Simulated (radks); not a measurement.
Results of a calculation; reference values are marked as such.
Orbital eigenvalues (eV) of the aluminium ion Al11+, [He], at several levels of relativity; Dirac values are averaged over j with weights 2j + 1. Spin-unpolarised spherical Kohn-Sham, PBEsol, point nucleus unless stated (finite: rms radius 3.061 fm), a radial shooting solver on a logarithmic mesh with Libxc functionals. A level marked "c x" has the speed of light scaled by that factor.

| shell | non-rel. | scalar-rel. | scalar-rel., finite nucleus | Dirac, c x 100 | change of magnitude, last against first (%) |
|---|---|---|---|---|---|
| 1s | -1999.4 | -2003.7 | -2003.7 | -1999.4 | 0.00 |
